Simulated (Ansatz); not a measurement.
Ansatz (a first-principles code) input for C2H10O2Si2, SMILES C[C@@H](O[SiH3])[SiH2]O, PBE-D3(BJ)/def2-SVP. 

Ansatz 0.2 input:
```yaml
crystal:
  periodic: [false, false, false]
  atoms:
    - {symbol: C, position_ang: [-0.73125836, -0.33323904, -1.83003965]}
    - {symbol: C, position_ang: [-0.09087772, -0.62300052, -0.47846014]}
    - {symbol: O, position_ang: [0.65502432, 0.52995048, -0.02751811]}
    - {symbol: Si, position_ang: [2.29771690, 0.67496824, -0.30366248]}
    - {symbol: Si, position_ang: [-1.34249992, -0.83390766, 0.93428723]}
    - {symbol: O, position_ang: [-1.94388701, 0.69755563, 1.21001698]}
    - {symbol: H, position_ang: [0.02898731, -0.07946878, -2.58669105]}
    - {symbol: H, position_ang: [-1.29500680, -1.20980137, -2.18722748]}
    - {symbol: H, position_ang: [-1.42966043, 0.51408560, -1.74461499]}
    - {symbol: H, position_ang: [0.58110680, -1.50042238, -0.55975555]}
    - {symbol: H, position_ang: [2.59876098, 0.64582172, -1.76593671]}
    - {symbol: H, position_ang: [2.71308256, 1.97580994, 0.28059322]}
    - {symbol: H, position_ang: [3.03296199, -0.44878743, 0.34913815]}
    - {symbol: H, position_ang: [-0.62948145, -1.39417285, 2.12045794]}
    - {symbol: H, position_ang: [-2.48070883, -1.71993717, 0.56824706]}
    - {symbol: H, position_ang: [-1.24936216, 1.35941300, 1.08805039]}
basis:
  gaussian:
    orbitals: def2-SVP
hamiltonian:
  xc: pbe
  dispersion: d3bj
relax: {f_tol: 0.002, max_steps: 200}
```

Program output:

```
[...]
these checks for a lower state are left out or cut short: starts, cluster_reference, orbital_swaps, neighbouring_geometries, increment
integrals: 0.10 GiB planned
1574 factors; their error is unknown
mean field: 0.51 GiB planned
mean field -22062.22388907 eV, -810.7717736108 hartree, gradient 1.5e-5 eV, S^2 0.000000; 0 other end points of the search recorded, 0 dependent functions left out
the calculation of the forces begins
reference -22062.22393239 eV, -810.7717752029 hartree; 33, 33 occupied and 109, 109 virtual orbitals, 1574 factors
relax step   5: F+E_penalty+E_count = -22062.60467534 eV  Δ(F+E_penalty+E_count) = -8.826e-4 eV  max|allowed force component| = 2.154e-2 eV/Å  Δτ_max = 0.0165 Å  (32 SCF iters, accepted)
these checks for a lower state are left out or cut short: starts, cluster_reference, orbital_swaps, neighbouring_geometries, increment
integrals: 0.10 GiB planned
1574 factors; their error is unknown
mean field: 0.51 GiB planned
mean field -22062.22403218 eV, -810.7717788700 hartree, gradient 1.5e-5 eV, S^2 0.000000; 0 other end points of the search recorded, 0 dependent functions left out
the calculation of the forces begins
reference -22062.22407547 eV, -810.7717804608 hartree; 33, 33 occupied and 109, 109 virtual orbitals, 1574 factors
relax step   6: F+E_penalty+E_count = -22062.60533130 eV  Δ(F+E_penalty+E_count) = -6.560e-4 eV  max|allowed force component| = 2.890e-2 eV/Å  Δτ_max = 0.0403 Å  (31 SCF iters, accepted)
these checks for a lower state are left out or cut short: starts, cluster_reference, orbital_swaps, neighbouring_geometries, increment
integrals: 0.10 GiB planned
1574 factors; their error is unknown
mean field: 0.51 GiB planned
mean field -22062.22369904 eV, -810.7717666272 hartree, gradient 1.6e-5 eV, S^2 0.000000; 0 other end points of the search recorded, 0 dependent functions left out
the calculation of the forces begins
reference -22062.22374234 eV, -810.7717682187 hartree; 33, 33 occupied and 109, 109 virtual orbitals, 1574 factors
relax step   7: F+E_penalty+E_count = -22062.60561610 eV  Δ(F+E_penalty+E_count) = -2.848e-4 eV  max|allowed force component| = 4.872e-2 eV/Å  Δτ_max = 0.0517 Å  (31 SCF iters, accepted)
these checks for a lower state are left out or cut short: starts, cluster_reference, orbital_swaps, neighbouring_geometries, increment
integrals: 0.10 GiB planned
1574 factors; their error is unknown
mean field: 0.51 GiB planned
mean field evaluation 64: about -22062.3270 eV, gradient 5.2e-4 eV
mean field -22062.22397540 eV, -810.7717767833 hartree, gradient 1.6e-5 eV, S^2 0.000000; 0 other end points of the search recorded, 0 dependent functions left out
the calculation of the forces begins
reference -22062.22401869 eV, -810.7717783745 hartree; 33, 33 occupied and 109, 109 virtual orbitals, 1574 factors
relax step   8: F+E_penalty+E_count = -22062.60578281 eV  Δ(F+E_penalty+E_count) = -1.667e-4 eV  max|allowed force component| = 1.954e-2 eV/Å  Δτ_max = 0.0098 Å  (32 SCF iters, accepted)
these checks for a lower state are left out or cut short: starts, cluster_reference, orbital_swaps, neighbouring_geometries, increment
integrals: 0.10 GiB planned
1574 factors; their error is unknown
mean field: 0.51 GiB planned
mean field -22062.22428898 eV, -810.7717883073 hartree, gradient 1.6e-5 eV, S^2 0.000000; 0 other end points of the search recorded, 0 dependent functions left out
the calculation of the forces begins
reference -22062.22433229 eV, -810.7717898988 hartree; 33, 33 occupied and 109, 109 virtual orbitals, 1574 factors
relax step   9: F+E_penalty+E_count = -22062.60585922 eV  Δ(F+E_penalty+E_count) = -7.641e-5 eV  max|allowed force component| = 1.353e-2 eV/Å  Δτ_max = 0.0101 Å  (32 SCF iters, accepted)
these checks for a lower state are left out or cut short: starts, cluster_reference, orbital_swaps, neighbouring_geometries, increment
integrals: 0.10 GiB planned
1574 factors; their error is unknown
mean field: 0.51 GiB planned
mean field -22062.22431142 eV, -810.7717891320 hartree, gradient 1.3e-5 eV, S^2 0.000000; 0 other end points of the search recorded, 0 dependent functions left out
the calculation of the forces begins
reference -22062.22435474 eV, -810.7717907239 hartree; 33, 33 occupied and 109, 109 virtual orbitals, 1574 factors
relax step  10: F+E_penalty+E_count = -22062.60587740 eV  Δ(F+E_penalty+E_count) = -1.819e-5 eV  max|allowed force component| = 6.592e-3 eV/Å  Δτ_max = 0.0032 Å  (24 SCF iters, accepted)
these checks for a lower state are left out or cut short: starts, cluster_reference, orbital_swaps, neighbouring_geometries, increment
integrals: 0.10 GiB planned
1574 factors; their error is unknown
mean field: 0.51 GiB planned
mean field -22062.22428403 eV, -810.7717881255 hartree, gradient 2.1e-5 eV, S^2 0.000000; 0 other end points of the search recorded, 0 dependent functions left out
the calculation of the forces begins
reference -22062.22432735 eV, -810.7717897175 hartree; 33, 33 occupied and 109, 109 virtual orbitals, 1574 factors
relax step  11: F+E_penalty+E_count = -22062.60589221 eV  Δ(F+E_penalty+E_count) = -1.481e-5 eV  max|allowed force component| = 3.615e-3 eV/Å  Δτ_max = 0.0059 Å  (23 SCF iters, accepted)
these checks for a lower state are left out or cut short: starts, cluster_reference, orbital_swaps, neighbouring_geometries, increment
integrals: 0.10 GiB planned
1574 factors; their error is unknown
mean field: 0.51 GiB planned
mean field -22062.22429221 eV, -810.7717884260 hartree, gradient 1.2e-5 eV, S^2 0.000000; 0 other end points of the search recorded, 0 dependent functions left out
the calculation of the forces begins
reference -22062.22433554 eV, -810.7717900182 hartree; 33, 33 occupied and 109, 109 virtual orbitals, 1574 factors
relax step  12: F+E_penalty+E_count = -22062.60590205 eV  Δ(F+E_penalty+E_count) = -9.843e-6 eV  max|allowed force component| = 3.481e-3 eV/Å  Δτ_max = 0.0082 Å  (23 SCF iters, accepted)
these checks for a lower state are left out or cut short: starts, cluster_reference, orbital_swaps, neighbouring_geometries, increment
integrals: 0.10 GiB planned
1574 factors; their error is unknown
mean field: 0.51 GiB planned
mean field evaluation 96: about -22062.2239 eV, gradient 2.7e-1 eV
mean field -22062.22429704 eV, -810.7717886034 hartree, gradient 2.0e-5 eV, S^2 0.000000; 0 other end points of the search recorded, 0 dependent functions left out
the calculation of the forces begins
reference -22062.22434036 eV, -810.7717901956 hartree; 33, 33 occupied and 109, 109 virtual orbitals, 1574 factors
relax step  13: F+E_penalty+E_count = -22062.60591289 eV  Δ(F+E_penalty+E_count) = -1.084e-5 eV  max|allowed force component| = 4.452e-3 eV/Å  Δτ_max = 0.0129 Å  (23 SCF iters, accepted)
these checks for a lower state are left out or cut short: starts, cluster_reference, orbital_swaps, neighbouring_geometries, increment
integrals: 0.10 GiB planned
1574 factors; their error is unknown
mean field: 0.51 GiB planned
mean field -22062.22428146 eV, -810.7717880310 hartree, gradient 1.6e-5 eV, S^2 0.000000; 0 other end points of the search recorded, 0 dependent functions left out
the calculation of the forces begins
reference -22062.22432479 eV, -810.7717896232 hartree; 33, 33 occupied and 109, 109 virtual orbitals, 1574 factors
relax step  14: F+E_penalty+E_count = -22062.60592185 eV  Δ(F+E_penalty+E_count) = -8.960e-6 eV  max|allowed force component| = 3.138e-3 eV/Å  Δτ_max = 0.0134 Å  (24 SCF iters, accepted)
these checks for a lower state are left out or cut short: starts, cluster_reference, orbital_swaps, neighbouring_geometries, increment
integrals: 0.10 GiB planned
1574 factors; their error is unknown
mean field: 0.51 GiB planned
mean field -22062.22427034 eV, -810.7717876222 hartree, gradient 1.8e-5 eV, S^2 0.000000; 0 other end points of the search recorded, 0 dependent functions left out
the calculation of the forces begins
reference -22062.22431366 eV, -810.7717892141 hartree; 33, 33 occupied and 109, 109 virtual orbitals, 1574 factors
relax step  15: F+E_penalty+E_count = -22062.60592741 eV  Δ(F+E_penalty+E_count) = -5.559e-6 eV  max|allowed force component| = 4.296e-3 eV/Å  Δτ_max = 0.0133 Å  (24 SCF iters, accepted)
these checks for a lower state are left out or cut short: starts, cluster_reference, orbital_swaps, neighbouring_geometries, increment
integrals: 0.10 GiB planned
1574 factors; their error is unknown
mean field: 0.51 GiB planned
mean field -22062.22426639 eV, -810.7717874772 hartree, gradient 2.7e-5 eV, S^2 0.000000; 0 other end points of the search recorded, 0 dependent functions left out
the calculation of the forces begins
reference -22062.22430970 eV, -810.7717890688 hartree; 33, 33 occupied and 109, 109 virtual orbitals, 1574 factors
relax step  16: F+E_penalty+E_count = -22062.60593281 eV  Δ(F+E_penalty+E_count) = -5.404e-6 eV  max|allowed force component| = 2.169e-3 eV/Å  Δτ_max = 0.0028 Å  (23 SCF iters, accepted)
these checks for a lower state are left out or cut short: starts, cluster_reference, orbital_swaps, neighbouring_geometries, increment
integrals: 0.10 GiB planned
1574 factors; their error is unknown
mean field: 0.51 GiB planned
mean field -22062.22425291 eV, -810.7717869818 hartree, gradient 9.0e-6 eV, S^2 0.000000; 0 other end points of the search recorded, 0 dependent functions left out
the calculation of the forces begins
reference -22062.22429621 eV, -810.7717885731 hartree; 33, 33 occupied and 109, 109 virtual orbitals, 1574 factors
relax step  17: F+E_penalty+E_count = -22062.60593547 eV  Δ(F+E_penalty+E_count) = -2.655e-6 eV  max|allowed force component| = 1.751e-3 eV/Å  Δτ_max = 0.0032 Å  (24 SCF iters, accepted)
integrals: 0.10 GiB planned
1574 factors; their error is unknown
mean field: 0.51 GiB planned
mean field evaluation 128: about -22003.7400 eV, gradient 1.7e2 eV
mean field -22062.22425291 eV, -810.7717869818 hartree, gradient 8.9e-6 eV, S^2 0.000000; 1 other end points of the search recorded, 0 dependent functions left out
the calculation of the forces begins
reference -22062.22429621 eV, -810.7717885731 hartree; 33, 33 occupied and 109, 109 virtual orbitals, 1574 factors
Total energy: -22062.60597877 eV, -810.7858151484 hartree
Atom 0 at    -0.753871    -0.345741    -1.853682 Å, force     0.000920     0.000459    -0.000268 eV/Å
Atom 1 at    -0.101600    -0.614589    -0.502014 Å, force    -0.001601    -0.001296    -0.000034 eV/Å
Atom 2 at     0.630244     0.563720    -0.056229 Å, force     0.001751     0.001490    -0.000191 eV/Å
Atom 3 at     2.299631     0.692018    -0.285561 Å, force    -0.000453    -0.001005    -0.000301 eV/Å
Atom 4 at    -1.345940    -0.841136     0.942506 Å, force     0.000299     0.000985    -0.001597 eV/Å
Atom 5 at    -1.886933     0.717456     1.273694 Å, force     0.000874    -0.001244    -0.000107 eV/Å
Atom 6 at     0.002430    -0.089979    -2.625073 Å, force    -0.000373    -0.000263     0.000148 eV/Å
Atom 7 at    -1.312795    -1.238248    -2.201887 Å, force    -0.000231     0.000022     0.000144 eV/Å
Atom 8 at    -1.467881     0.499302    -1.777017 Å, force     0.000234    -0.000170     0.000237 eV/Å
Atom 9 at     0.587278    -1.490334    -0.577700 Å, force     0.000261     0.000241    -0.000006 eV/Å
Atom 10 at     2.657545     0.606616    -1.747028 Å, force    -0.000089     0.000468    -0.000325 eV/Å
Atom 11 at     2.684496     2.029875     0.267923 Å, force    -0.000059    -0.000037     0.000236 eV/Å
Atom 12 at     3.022421    -0.410023     0.444800 Å, force    -0.000199     0.000277     0.000555 eV/Å
Atom 13 at    -0.620595    -1.474725     2.102753 Å, force    -0.000744    -0.000138     0.000002 eV/Å
Atom 14 at    -2.535095    -1.679304     0.571058 Å, force     0.000018    -0.000222     0.001179 eV/Å
Atom 15 at    -1.144435     1.329960     1.090342 Å, force    -0.000607     0.000434     0.000328 eV/Å
Dipole moment:     0.346763    -0.115578    -0.295535 e Å
```

The run converged.

Cost: very roughly 70 core-seconds.
